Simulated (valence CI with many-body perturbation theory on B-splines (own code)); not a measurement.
**E1 transitions of Mo9+**

Computed by relativistic CI+MBPT: five valence electrons over a frozen Dirac-Fock core [Ar] 3d10, radial functions for each j: 11 s, 11 p, 10 d, 8 f, 5 g, 2 h, with the one-electron correlation potential Σ1 (screened to all orders), the two-electron term Σ2, the three-electron term Σ3, Breit, model QED; selected single and double excitations, second order for the rest, scaled by the run's own slope (own B-spline code, finite nucleus).

No measured levels were compared; by estimate levels hold to about 250 cm⁻¹ or 0.2 % of their energy and the worst to 1 %, as in measured heavy ions of charge 2 to 7; those with d or f electrons hold less well. Among the levels kept, up to 2800 cm⁻¹ of a level comes from second order outside the variational space, and about a tenth of that is noise between levels of different J, which matters for small intervals.

Lines 1 to 50 of 575 in falling wavelength, among levels below 98.091 eV, chosen from the strongest by gf and those to the six lowest levels. Wavelengths and rates use the calculated energies, so an error of 700 cm⁻¹ moves a line at 129.9 nm by 0.91 % and its rate by three times that or more. Electric multipoles are in the length gauge, E1 and E2 with the static RPA response of the core. Weak lines are less certain than strong ones. Lines between different terms over intervals too small for the method are left out, as are lines whose strength nearly cancels. Where a level lies close to another of its J and parity, the split of strength between their lines is uncertain. The highest levels of a list are the least certain.

Names give the largest LS component (configuration and term), which can be under half, so a name can repeat, a term be missing and a line seem to break the LS rules; names also repeat where a configuration has a term twice. Letters in brackets count levels of one name in rising energy.

```tsv
λ vac (nm)	Upper	Lower	A (s⁻¹)	S (a.u.)
129.9	4s2 4p2 5p 4D°_5/2	4s2 4p2 5s 2P_3/2	1.26e+08	8.16e-01
122.9	4s2 4p2 5p 4D°_1/2	4s2 4p2 5s 4P_1/2	6.31e+08	1.16e+00
122.6	4s2 4p2 5p 2D°_5/2 [a]	4s2 4p2 5s 2P_3/2	1.59e+08	8.68e-01
121.8	4s2 4p2 5p 2D°_3/2 [a]	4s2 4p2 5s 2P_1/2	3.16e+08	1.13e+00
120.9	4s2 4p2 5p 4D°_5/2	4s2 4p2 5s 4P_5/2	3.32e+08	1.74e+00
116.9	4s 4p3 4d 2S°_1/2 [b]	4s2 4p2 5s 4P_1/2	4.35e+08	6.85e-01
115.5	4s2 4p2 5p 2D°_3/2 [b]	4s2 4p2 5s 2D_3/2	3.61e+08	1.10e+00
114.5	4s2 4p2 5p 2D°_5/2 [a]	4s2 4p2 5s 4P_5/2	4.88e+08	2.17e+00
113.8	4s2 4p2 5p 2D°_5/2 [b]	4s2 4p2 5s 2D_3/2	6.35e+08	2.77e+00
113.3	4s2 4p2 5p 2D°_3/2 [a]	4s2 4p2 5s 4P_3/2	6.01e+08	1.73e+00
112.1	4s2 4p2 5p 2D°_3/2 [b]	4s2 4p2 5s 2D_5/2	9.27e+08	2.58e+00
111.6	4s2 4p2 5p 2D°_5/2 [c]	4s2 4p2 5s 2D_3/2	4.53e+08	1.86e+00
110.5	4s2 4p2 5p 2D°_5/2 [b]	4s2 4p2 5s 2D_5/2	4.96e+08	1.98e+00
109.6	4s2 4p2 5p 4S°_3/2	4s2 4p2 5s 2P_1/2	2.90e+08	7.53e-01
109.1	4s2 4p2 5p 4P°_1/2	4s2 4p2 5s 2P_1/2	4.77e+08	6.11e-01
108.6	4s2 4p2 5p 4D°_5/2	4s2 4p2 5s 4P_3/2	6.04e+08	2.29e+00
108.4	4s2 4p2 5p 2D°_5/2 [c]	4s2 4p2 5s 2D_5/2	8.61e+08	3.25e+00
107.3	4s2 4p2 5p 2F°_7/2	4s2 4p2 5s 2D_5/2	8.68e+08	4.24e+00
107.3	4s2 4p2 5p 4D°_7/2 [a]	4s2 4p2 5s 4P_5/2	1.07e+09	5.22e+00
105.7	4s2 4p2 5p 4D°_3/2	4s2 4p2 5s 4P_1/2	1.27e+09	2.96e+00
105.6	4s2 4p2 5p 4P°_3/2	4s2 4p2 5s 4P_5/2	1.30e+09	3.02e+00
105.5	4s2 4p 4d2 2F°_5/2	4s2 4p2 5s 2D_3/2	2.82e+08	9.82e-01
105.0	4s2 4p2 5p 2P°_3/2 [a]	4s2 4p2 5s 2P_3/2	6.84e+08	1.56e+00
104.7	4s2 4p2 4f 4F°_5/2 [a]	4s2 4p2 5s 4P_3/2	5.97e+08	2.03e+00
104.7	4s2 4p2 5p 2P°_3/2 [b]	4s2 4p2 5s 2P_3/2	4.76e+08	1.08e+00
103.8	4s2 4p2 5p 4D°_7/2 [b]	4s2 4p2 5s 4P_5/2	5.08e+08	2.24e+00
103.4	4s2 4p2 5p 2D°_5/2 [a]	4s2 4p2 5s 4P_3/2	3.23e+08	1.06e+00
103.3	4s2 4p 4d2 4F°_7/2	4s2 4p2 5s 2D_5/2	4.81e+08	2.09e+00
102.7	4s2 4p2 5p 4S°_3/2	4s2 4p2 5s 4P_3/2	5.85e+08	1.25e+00
102.4	4s2 4p2 5p 2F°_5/2	4s2 4p2 5s 2P_3/2	1.17e+09	3.70e+00
102.3	4s2 4p2 5p 4P°_1/2	4s2 4p2 5s 4P_3/2	9.56e+08	1.01e+00
102.1	4s2 4p2 5p 4P°_3/2	4s2 4p2 5s 2P_1/2	2.99e+08	6.30e-01
96.74	4s2 4p2 5p 2P°_1/2	4s2 4p2 5s 2P_3/2	8.59e+08	7.67e-01
96.65	4s2 4p2 5p 2F°_5/2	4s2 4p2 5s 4P_5/2	6.76e+08	1.81e+00
95.92	4s2 4p2 5p 2P°_3/2 [a]	4s2 4p2 5s 2P_1/2	3.46e+08	6.02e-01
95.67	4s2 4p2 5p 2P°_3/2 [b]	4s2 4p2 5s 2P_1/2	3.06e+08	5.30e-01
88.99	4s2 4p2 5p 2P°_1/2	4s2 4p2 5s 2P_1/2	8.52e+08	5.92e-01
87.00	4s2 4p2 5p 2D°_5/2 [c]	4s2 4p2 5s 2P_3/2	2.45e+08	4.79e-01
59.17	4s 4p4 4P_3/2	4s2 4p3 2P°_3/2	4.43e+07	1.81e-02
52.98	4s 4p4 4P_1/2	4s2 4p3 2P°_1/2	8.79e+07	1.29e-02
52.87	4s 4p4 4P_5/2	4s2 4p3 2D°_5/2	1.01e+08	4.40e-02
50.57	4s 4p4 4P_5/2	4s2 4p3 2D°_3/2	1.66e+08	6.37e-02
50.19	4p5 2P°_3/2	4s 4p4 2P_3/2	2.50e+09	6.24e-01
50.18	4p5 2P°_1/2	4s 4p4 2P_1/2	2.34e+09	2.92e-01
48.57	4s 4p4 2D_3/2	4s2 4p3 2P°_3/2	4.80e+07	1.09e-02
47.44	4s 4p4 2D_5/2	4s2 4p3 2P°_3/2	8.08e+08	2.55e-01
46.37	4s 4p3 4d 4F°_9/2 [a]	4s2 4p2 4d 4F_9/2	6.52e+08	3.21e-01
45.55	4s 4p3 4d 4F°_7/2 [a]	4s2 4p2 4d 4F_7/2	6.15e+08	2.29e-01
45.24	4s 4p4 2D_3/2	4s2 4p3 2P°_1/2	3.06e+08	5.59e-02
44.95	4p5 2P°_1/2	4s 4p4 2P_3/2	2.85e+09	2.55e-01
```
